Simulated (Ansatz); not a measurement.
Energy difference R1 → 2 P1, each structure at its B3LYP-D3(BJ)/def2-TZVP stationary point, reached from a drawn start (curvature not checked).
R1: O2 (SMILES O=O), charge 0, multiplicity 3.
P1: O atom, charge 0, multiplicity 3.

P less R. No zero-point or thermal terms; open shells are unrestricted; no spin–orbit coupling.

Frozen-core correlation throughout.

Programs: Ansatz (Gaussian orbitals). Each number belongs to the level named beside it.

```csv
level,reaction energy (kcal/mol)
BLYP/def2-TZVPP,135.61
r2SCAN/def2-TZVPP,129.83
PBE0/def2-TZVPP,124.37
BHLYP/def2-TZVPP,99.90
CAM-B3LYP/def2-TZVPP,124.46
wB97M-V/def2-TZVPP,123.14
MP2/cc-pVDZ,115.46
MP2/cc-pVTZ,125.40
SCS-MP2/cc-pVDZ,(withheld)
```

### Question
What belongs in the gaps?

### Answer

- SCS-MP2/cc-pVDZ, reaction energy (kcal/mol): 104.03

Ansatz is a first-principles code.
